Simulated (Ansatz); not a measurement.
`C#[C][Ga]([F])[F]` + NH₃ → `[NH2][Ga]([F])[F]` + `C#C` at 298.15 K and 1 bar (ligand exchange at a Ga–C bond).

Gas-phase electronic energies from Ansatz, PBE0-D4/def2-TZVP geometries. CCSD(T)/CBS is the MP2 limit (def2-TZVPP, def2-QZVPP) plus CCSD(T) − MP2 in def2-TZVPP, frozen cores. This one scheme is used for every species. For Ga outer-core shells are correlated without core-valence functions, which leaves a few kJ/mol of doubt a bond. Scalar relativity is left out up to krypton. Each species was taken in one conformer, which may not be the lowest.

| species | CCSD(T)/CBS energy (Eh) | H − E (kJ/mol) | S (J/(mol·K)) |
| --- | --- | --- | --- |
| `C#[C][Ga]([F])[F]` | -2200.25765 | 79.2 | 331.9 |
| NH₃ | -56.50880 | 100.5 | 192.4 |
| `[NH2][Ga]([F])[F]` | -2179.54122 | 95.5 | 322.2 |
| `C#C` | -77.22717 | 80.8 | 200.2 |

H − E and S are ideal-gas, rigid-rotor, harmonic terms from PBE0-D4/def2-TZVP, for one conformer and one mirror image of each species. 1 Eh = 2625.50 kJ/mol, R = 8.31446 J/(mol·K).

**Question.** By hand: ΔE, ΔH, ΔS and ΔG.

**Answer.** ΔE = (-2179.54122) + (-77.22717) − (-2200.25765) − (-56.50880) = -0.00194 Eh = -5.1 kJ/mol. Δ(H − E) = 95.5 + 80.8 − 79.2 − 100.5 = -3.4, so ΔH = -8.5 kJ/mol. ΔS = 322.2 + 200.2 − 331.9 − 192.4 = -1.9 J/(mol·K). ΔG = -8.5 − 298.15 × (-1.9)/1000 = -7.9 kJ/mol.

**Question.** By hand: the equilibrium constant, and the temperature at which ΔG would vanish if ΔH and ΔS stayed fixed.

**Answer.** log₁₀ K = −ΔG/(RT ln 10) = 1.4. ΔG = 0 at ΔH/ΔS = 4474 K, far beyond where these terms or the molecules hold.

The number of gas molecules stays the same, so ΔS is small and ΔH decides. A doubt of 5 kJ/mol in ΔE shifts log₁₀ K by 0.9 here. Other conformers and mirror images would add mixing entropy, several J/(mol·K) or more a flexible species. These are equilibria of isolated gas molecules and say nothing of rates. Largest T1 diagnostic: 0.015 (customary marks: 0.02 for closed shells, 0.045 for open ones).
